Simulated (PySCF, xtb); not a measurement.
C₅H₆O₂, SMILES C#C[C@H](C)C(=O)O.

GFN2-xTB (xtb) at its own geometry gives an orbital gap of 4.58 eV and a dipole moment of 1.69 D.

Geometry optimised at B3LYP-D3(BJ)/def2-SVP. The values are those of a single conformer.

**Question.** What does HF/def2-TZVP (PySCF) give? (Estimate from the structure and the level; the computed values follow.)

**Answer.** gap 14.16 eV (levels -10.73 and 3.43 eV), dipole 1.45 D.
